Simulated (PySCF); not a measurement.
## CH11NOSi3: full NMR table

* Formula: CH11NOSi3
* SMILES: C[Si@](N)([SiH3])O[SiH3]
* Point group of the computed structure: C1
* Degrees of unsaturation: 0
* Carbon signals: 1
* Proton signals: 4

Mapped SMILES: `[CH3:1][Si@:2]([NH2:3])([SiH3:4])[O:5][SiH3:6]` (H(Xn): hydrogen on atom n).

[PySCF 2.14.0 with density-fitted response routines: PBE0/pcSseg-1 with gauge-including orbitals; geometry from GFN2-xTB; isolated molecule; one averaged value for each set of equivalent atoms; non-relativistic; one conformer]

Referencing at the same level of theory: ¹H (σref 31.72) and ¹³C (σref 186.93) and ²⁹Si (σref 349.16) vs TMS; ¹⁵N (σref 267.73) vs NH3; ¹⁷O (σref 336.08) against H2O.

```tsv
carbon	δC, type	δH (multiplicity)	HMBC from (2–3 bonds)	span of the C tensor (ppm)
C1	6.2, CH3	0.28 (s)	H(Si4)	25
```

Other nuclei:
```tsv
atoms	nucleus	environment	δ (ppm)	σ (ppm)
H(Si6)	¹H	hydrogen on a silicon bonded to O	5.16	26.56
H(Si4)	¹H	hydrogen on a silicon bonded to Si	3.19	28.53
H(N3)	¹H	hydrogen on a nitrogen bonded to Si	0.52	31.20
Si2	²⁹Si	silicon bonded to C, N, O, Si	-0.7	349.9
Si6	²⁹Si	silicon bonded to O, 3 H	-46.6	395.8
Si4	²⁹Si	silicon bonded to Si, 3 H	-126.8	476.0
N3	¹⁵N	nitrogen bonded to Si, 2 H	35.9	231.8
O5	¹⁷O	oxygen bonded to 2 Si	39.0	297.1
```

- δC 6.2: methyl carbon bonded to Si; an electropositive neighbour leaves it electron-rich and shielded.
- δH 5.16: hydrogen on a silicon bonded to O.
- δH 3.19: hydrogen on a silicon bonded to Si.
- δH 0.52: hydrogen on a nitrogen bonded to Si; exchangeable; this is the value without hydrogen bonding to other molecules.
- δH 0.28: hydrogen on a methyl carbon bonded to Si; an electropositive neighbour shields it, as in TMS itself.

Exchangeable OH/NH protons stand at their gas-phase positions; hydrogen bonding in a real sample shifts them, mostly to higher δ. Shifts are as computed. Against solution values, carbons near 30 ppm lie about +3 ppm off and those near 130 ppm about +5 ppm. Of 1211 compounds with measured shifts, 218 miss one by over three times the rms of a fit or turn the order of signals round; such compounds aren't used in these exercises. Experimental scales use liquid or dissolved standards, which lie at an offset from isolated NH3 (liquid NH3: subtract about 20 ppm) and H2O (liquid H2O: subtract about 36 ppm). No couplings were computed; multiplicities are counted from neighbouring protons, with m where these are inequivalent, close in shift, in a saturated or five-membered ring or joined by F or P, and br s for small geminal =CH2 splittings.
